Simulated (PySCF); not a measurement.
# A survey of ¹⁵N NMR shifts

[PySCF 2.14: GIAO PBE0/pcSseg-1 shieldings; GFN2-xTB geometry; fast rotation and ring inversion assumed for equivalent nuclei; non-relativistic Hamiltonian; gas phase; one conformer]

Shieldings were converted by a linear fit to measured shifts: ¹⁵N (scatter 6.3 ppm rms vs CH3NO2, solution or neat liquid). Occasional misses reach two or three times the rms, and more in compound classes unlike the fitted ones.

Give the ¹⁵N shifts of `C=Cc1cncs1`, `C=Cc1cncs1`, `CC[C@@H]1C=NN(C2CC2)C1`, `CC[C@@H]1CC[C@](F)(C#N)[SiH2]1`.

Results:


```csv
compound,environment,δ (ppm)
C=Cc1cncs1,pyridine-type nitrogen of an azole,-61.0
C=Cc1cncs1,pyridine-type nitrogen of an azole,-61.0
[CH3:1][CH2:2][C@@H:3]1[CH:4]=[N:5][N:6]([CH:7]2[CH2:8][CH2:9]2)[CH2:10]1,N5: imine nitrogen,-42.6
[CH3:1][CH2:2][C@@H:3]1[CH:4]=[N:5][N:6]([CH:7]2[CH2:8][CH2:9]2)[CH2:10]1,N6: nitrogen bonded to O or N,-254.9
CC[C@@H]1CC[C@](F)(C#N)[SiH2]1,nitrile nitrogen,-99.0
```
